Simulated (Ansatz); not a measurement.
Geometry optimisation, RKS B3LYP-D4/def2-SVP in Ansatz 0.2.0.

Input file:

```yaml
crystal:
  periodic: [false, false, false]
  atoms:
    - { symbol: Zr, position_ang: [0.0, 0.0, 0.0] }
    - { symbol: F, position_ang: [0.0, 0.0, 2.33] }
    - { symbol: F, position_ang: [1.8671, 0.0, -0.6593] }
    - { symbol: F, position_ang: [-0.9326, 1.6157, -0.6593] }
    - { symbol: Cl, position_ang: [-1.1869, -2.0563, -0.8392] }
    - { symbol: P, position_ang: [1.0679, -2.5055, 0.905] }
    - { symbol: H, position_ang: [0.1754, -3.5541, 0.5582] }
    - { symbol: H, position_ang: [2.3273, -2.7339, 0.2899] }
    - { symbol: H, position_ang: [0.5112, -1.1994, 2.1547] }
basis:
  gaussian: { orbitals: def2-SVP }
hamiltonian:
  xc: b3lyp
  dispersion: d4
relax:
  f_tol: 0.15
  max_steps: 25
  restrain:
    - { distance: [0, 5], at: 2.57, k: 30.0 }
    - { distance: [8, 1], at: 0.92, k: 30.0 }
    - { distance: [0, 1], at: 3.18, k: 30.0 }
    - { distance: [8, 5], at: 2.62, k: 30.0 }
```

Run as:

```bash
$ ansatz run input.yaml --threads 4 --pin off --max-ram 5120MiB --backend cpu --events-out ev --progress --plain --runs-dir out
```

Task: Where does it end, and by what steps?

Result: The run converged. The restraints hold the end off the free minimum; the threshold counts their pulls, which the force column leaves out. Restrained pairs: Zr1–P6 (2.87 → 2.58 Å), F2–H9 (1.32 → 0.93 Å), Zr1–F2 (2.33 → 3.17 Å), P6–H9 (1.89 → 2.62 Å). After 20 steps the energy has fallen by 2.157 eV (the restraints' own energy left out); F4 moved furthest, 1.63 Å.

```csv
step,energy less start (eV),largest force component (eV/Å),accepted
0,0.0000,2.466,yes
1,0.1849,2.327,yes
2,0.1284,1.966,yes
3,-0.3305,1.991,yes
4,-0.7406,0.732,yes
5,-1.0978,0.934,yes
6,-1.3892,1.038,yes
7,-1.6724,0.955,yes
8,-1.8670,0.976,yes
9,-1.9097,0.746,yes
10,-1.9402,0.504,yes
11,-1.9542,0.784,no
12,-1.9562,0.407,yes
13,-1.9703,0.368,yes
14,-1.9982,0.480,yes
15,-2.0263,0.380,yes
16,-2.0650,0.393,yes
17,-2.1164,0.387,yes
18,-2.1384,0.400,yes
19,-2.1423,0.558,yes
20,-2.1569,0.427,yes
```

```xyz
9
Properties=species:S:1:pos:R:3
Zr 0.289 -0.511 -0.503
F -0.961 -0.656 2.407
F 1.363 -0.495 -2.061
F 0.372 1.234 0.238
Cl -1.847 -1.343 -1.042
P 1.484 -2.097 1.149
H 0.680 -3.206 0.731
H 2.613 -2.445 0.354
H -0.165 -0.915 2.807
```

Run time: 34 s on 4 threads of Intel(R) Xeon(R) 6975P-C (Granite Rapids), with other jobs on the host, peak memory 0.35 GiB.
